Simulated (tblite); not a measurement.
Species: C7H15NSi.
SMILES with atom numbers: `[CH:1]#[C:2][C@@:3]([CH3:4])([CH2:5][CH2:6][CH3:7])[NH:8][SiH3:9]` (hydrogens: H10 on C1; H11, H12, H13 on C4; H14, H15 on C5; H16, H17 on C6; H18, H19, H20 on C7; H21 on N8; H22, H23, H24 on Si9)

Structure optimised with GFN2-xTB, isolated species.

(1) List the bond lengths, angles and torsions at this level.

Answers

(1) 
```tsv
bond	length (Å)
C1≡C2	1.197
C2–C3	1.460
C3–C4	1.532
C3–C5	1.547
C5–C6	1.526
C6–C7	1.524
C3–N8	1.453
N8–Si9	1.715
C1–H10	1.049
C4–H11, C4–H12, C4–H13	1.087
C5–H14	1.092
C5–H15	1.092
C6–H16	1.093
C6–H17	1.093
C7–H18, C7–H19, C7–H20	1.088
N8–H21	1.009
Si9–H22, Si9–H24	1.463
Si9–H23	1.474
```

Bonds in one row agree within 0.01 Å and their mean is given. A selection of angles:
```tsv
angle	degrees
C1–C2–C3	178.1
C2–C3–C4	108.2
C2–C3–C5	109.0
C2–C3–N8	108.0
C4–C3–C5	109.3
C4–C3–N8	110.0
C5–C3–N8	112.2
C3–C5–C6	113.4
C5–C6–C7	111.4
C3–N8–Si9	126.7
H21–N8–C3	111.0
H21–N8–Si9	117.1
```

Torsions: C2–C3–C5–C6 64° (synclinal); C3–C5–C6–C7 -178° (antiperiplanar); C2–C3–N8–Si9 167° (antiperiplanar).

Of the pairs four or more bonds apart, Si9···H11 is among the closest relative to their van der Waals radii: 2.94 Å, 89 % of the sum of Bondi's values. Si9 (SiH3 silicon) is distorted tetrahedral (angles from 103.7° to 114.8°). N8 (silicon-bound nitrogen) has angles 126.7°, 117.1° and 111.0°, sum 354.8°, 0.18 Å off the plane of its three neighbours. The 6 C–C bonds span 1.197 Å (C1≡C2, drawn triple) to 1.547 Å (C3–C5, drawn single), a spread of 0.350 Å.

Point group: C1 (no symmetry element, even within 0.4 Å). Its GFN2-xTB frequencies are all real (lowest 34 cm⁻¹). One conformer, not necessarily the lowest.

These are computed values.
